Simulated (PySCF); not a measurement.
# PbS at RHF

Level: RHF. Pb def2-SVP with ECP60, S def2-SVP; scalar-relativistic core potentials (PySCF 2.14).

```
state                                           : ¹Σ⁺ (singlet), closed shell
bond length                                     : 2.284 Å
harmonic wavenumber                             : 484 cm⁻¹
force constant                                  : 3.83 mdyn/Å
rotational constant Be                          : 0.1166 cm⁻¹
anharmonicity ωexe                              : 0.885 cm⁻¹
vibration–rotation constant αe                  : 0.000315 cm⁻¹
well depth De to Pb + S                         : 1.90 eV
dissociation energy D0                          : 1.87 eV
HOMO–LUMO gap                                   : 9.37 eV
bond order (Mayer)                              : 2.20
dipole moment (positive dipole means Pb(−)S(+)) : -4.65 D
```

Spin–orbit coupling is left out, which matters for elements this heavy, above all for dissociation energies. Where the molecule has an RHF reference, its open-shell atoms are computed with UHF. Hartree–Fock leaves out correlation, which carries a large part of most bond energies and some tenths to 1 eV of ionisation energies.
